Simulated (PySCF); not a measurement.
Species: C6H6ClN2 (doublet state).
Geometry (GFN2-xTB, Å), atoms numbered from 1 in this order:
```
atom  x, y, z in Å
C1    -2.2577   -0.7459    0.0185
C2    -1.0053   -0.0657   -0.3483
C3     0.1079   -0.3093    0.6761
Cl4   -0.3337    0.4430    2.2473
C5     1.4624    0.2758    0.2247
C6     1.3524    1.6927   -0.0726
N7     1.2615    2.8040   -0.3127
C8     1.9299   -0.4206   -0.9588
N9     2.2840   -0.9808   -1.8882
H10   -3.2055   -0.2720   -0.1320
H11   -2.2311   -1.7417    0.4156
H12   -0.6269   -0.4487   -1.3128
H13   -1.1700    1.0079   -0.4701
H14    0.2223   -1.3798    0.8676
H15    2.2054    0.1490    1.0237
```

The hyperfine couplings belong to this conformer and change with its torsions.

As a line formula: `[CH2]C[C@H](Cl)C(C#N)C#N` [radical].

Method used: UKS B3LYP, pcH-1 on C Cl H N, non-relativistic, mean-field spin-orbit, GIAO in PySCF 2.14.0. Geometry: GFN2-xTB, one conformer, isolated molecule. The geometry wasn't refined by DFT: couplings that depend on bond lengths, twists or pyramidal angles can differ widely from those at the functional's own minimum. The SCF solution wasn't tested for stability.

Match the computed a_iso(1H) values +139.3, -64.9, +18.3, -2.3, 0.0 MHz (means over equivalent nuclei) with the sites H10/H11; H12; H13; H14; H15.

```csv
site,a_iso (MHz),ρ(0) (bohr⁻³),position,distance from C1 (Å),bound to,spin population there,largest |T| (MHz)
H10/H11,-64.9,-0.0145,"α, 1 bond from C1",1.07,C1,+1.08,40.4
H12,+139.3,+0.0312,"β, 2 bonds from C1",2.13,C2,-0.08,9.3
H13,+18.3,+0.0041,"β, 2 bonds from C1",2.12,C2,-0.08,9.5
H14,-2.3,-0.0005,"γ, 3 bonds from C1",2.70,C3,+0.02,6.3
H15,0.0,0.0000,4 bonds from C1,4.66,C5,0.00,1.6
```

ρ(0) is the spin density at the nucleus and T the dipolar tensor; a_iso includes a spin–orbit part; entries for several nuclei are means. The largest Mulliken spin populations are on C1 (+1.08) and C2 (-0.08). No atom but C1 exceeds +0.15. The positive populations add up to 1.18 and the negative ones to -0.18, together 2S = 1. The angles at C1 add up to 360.0°, so it is planar; its axial dipolar tensor and the negative couplings of its protons fit spin in a p orbital normal to that plane.

Nuclei that the bonding pattern makes equivalent are averaged, as if the motion that swaps them (rotation, inversion, ring flip) were fast.
